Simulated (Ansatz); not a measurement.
The cluster Ag2H2. Total charge 0; singlet. Geometry PBE0-D4/def2-TZVP, basis def2-TZVP, Ansatz.

```xyz
4

Ag    1.511    0.617    1.217
Ag   -0.482   -0.220   -0.464
H    -0.851   -0.741   -1.984
H    -0.178    0.343    1.231
```

| run | HOMO (eV) | LUMO (eV) |
| --- | --- | --- |
| A | -8.43 | -1.14 |
| B | -5.33 | -3.70 |
| C | -7.33 | -2.38 |
| D | -8.02 | -0.57 |
| E | -5.23 | -3.97 |
| F | -6.04 | -3.13 |

In the def2 sets Ag takes a core potential; there is no spin–orbit coupling. LC-ωPBE has ω = 0.4 bohr⁻¹. The structure comes from a short search, and lower isomers may exist.

Problem. The runs used CAM-B3LYP, HF, LC-ωPBE, PBE, PBE0, r2SCAN. Estimate which is which.

Solution. A LC-ωPBE (range-separated); B r2SCAN (0 % exact exchange); C CAM-B3LYP (range-separated); D HF (100 % exact exchange); E PBE (0 % exact exchange); F PBE0 (25 % exact exchange). Exact exchange lowers occupied and raises empty levels; among semilocal functionals meta-GGAs tend to open the gap a little, and such runs are hard to tell apart. The gap grows from 1.26 eV (PBE) to 7.45 eV (HF).
